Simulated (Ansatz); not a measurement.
Two structures of SiNH4Cl3, closed shell, reached by relaxing down either side of one saddle point (PBE0-D4/def2-TZVP). Energies are electronic, without zero-point energy. Ansatz 0.2.0; basis: def2-TZVPP and def2-QZVPP; cores frozen in the correlated methods. Extrapolation: Hartree–Fock as exp(−7.88 √X), correlation as X^−2.97. First:

```xyz
9
angstrom
Si -0.8529 -0.6637 0.2187
N 0.7497 -0.0494 0.3344
Cl -1.1013 -1.2701 -1.7034
Cl -1.2053 -2.2514 1.4594
H -1.8071 0.3982 0.5706
H 0.8230 1.5189 -0.6921
Cl 0.8689 2.6451 -1.3647
H 1.4847 -0.6189 -0.0653
H 1.0404 0.2912 1.2424
```

Second:

```
9
angstrom
Si -0.9215 0.0644 -0.1045
N 1.1100 -0.0776 0.1259
Cl -0.5906 -1.0078 -1.8789
Cl -0.9963 -0.9760 1.7175
H -2.3860 0.1668 -0.2706
H 1.5791 0.3672 -0.6573
Cl -0.5746 2.1349 -0.0837
H 1.3863 -1.0540 0.1658
H 1.3937 0.3820 0.9859
```

Question: Which bonds change from the first to the second?

Answer: SiNH₃Cl₂ ([NH2][SiH]([Cl])[Cl]) + HCl → SiHCl₃ ([Cl][SiH]([Cl])[Cl]) + NH₃ (still joined by a long Si–N bond); bonds formed: Si1–Cl7, N2–H6; bonds broken: H6–Cl7; bonds weakened to dative contacts: Si1–N2.

Question: Give the saddle point's structure and its height above each. (An estimate is asked for; the value comes from the calculation.)

Answer: By the calculation: 47.7 kJ/mol above the first and 75.9 kJ/mol above the second (CCSD(T) at an estimated basis limit (MP2 extrapolated from triple and quadruple zeta, plus CCSD(T) − MP2 in triple zeta)).
```
9
angstrom
Si -0.8227 -0.3369 0.0170
N 0.9397 0.0376 0.3171
Cl -1.0019 -1.1403 -1.8226
Cl -1.1035 -1.8910 1.3503
H -1.7424 0.7102 0.4445
H 0.9587 0.9961 -0.2866
Cl 0.0488 2.1112 -1.2570
H 1.5623 -0.6719 -0.0608
H 1.1610 0.1850 1.2982
```

T1 diagnostic: at most 0.010.

Hydrogen chloride, the by-product of chloride precursors, can attack films and sites by steps of this kind.

Labels in which every atom is bracketed show which atoms are joined, not bond orders.

For scale, one of the runs: CCSD(T)/def2-TZVPP, 255 basis functions, launched by `ansatz run in.yaml --threads 8 --pin off --events-out ev --progress --plain --max-ram 19148MiB`. Hardware: 8 CPU threads of an Arm Neoverse V1, shared host. Wall time 2 min; peak host memory 5.2 GiB.
